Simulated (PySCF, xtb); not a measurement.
H5InO2Si, SMILES [OH][In]([OH])[SiH3].

GFN2-xTB run with xtb 6.7.1 at its own geometry gives an orbital gap of 3.52 eV and a dipole moment of 2.81 D.

The structure is a stationary point at PBE0-D3(BJ)/def2-SVP. The structure was generated by enumeration; whether it is a known compound was not checked. The def2 effective core potentials stand for the cores of In; spin–orbit coupling is left out. The values are those of a single conformer.

### Question
What does PySCF with r2SCAN/def2-TZVP give? (An estimate is asked for; the answer gives what the named calculation found.)

### Answer
gap 4.99 eV (levels -6.87 and -1.88 eV), dipole 0.12 D.
